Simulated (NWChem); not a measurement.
MoNH3SO2; SMILES [NH]=[Mo](=[O])([OH])[SH]

```xyz
8

Mo     0.0497     0.2986     0.0201
O      0.8948     0.7799     1.3821
N      0.9509     0.6126    -1.4160
H      1.8376     0.9526    -1.7902
O     -1.6161     1.1510    -0.0481
H     -2.0079     1.5222    -0.8471
S     -0.1400    -2.0393    -0.0149
H     -0.5614    -2.1206     1.2707
```
Atoms are numbered in this order, from 1.

Results from NWChem. Medium grid unless said otherwise, to which SCAN and Minnesota functionals are sensitive. Geometry: optimised at PBE0/def2-SVP. No frequency run checked for a minimum. def2 effective core potentials on Mo; no spin-orbit coupling. Total energies of different functionals are on different scales.

```tsv
level	energy (Ha)	highest occupied level (eV)	orbital gap (eV)	dipole (D)
B3LYP/def2-SVP	-673.2781	-7.40	5.17	2.14
PBE/def2-SVP	-672.9101	-6.44	3.71	2.07
M06-2X/def2-SVP	-672.9925	-8.85	7.68	2.19
PBE0/def2-SVP	-672.8616	___	___	2.14
revPBE/def2-SVP	-673.1890	-6.40	3.71	2.06
KT2/def2-SVP	-679.7128	-6.50	3.60	2.04
B97-2/def2-SVP	-673.2579	-7.47	5.27	2.14
SCAN/def2-SVP	-673.2496	-6.81	4.02	2.11
M06-L/def2-SVP	-673.2614	-6.75	3.96	2.10
```

**Question.** Fill in the missing entries.

**Answer.** 
- PBE0/def2-SVP, highest occupied level (eV): -7.71
- PBE0/def2-SVP, orbital gap (eV): 5.62
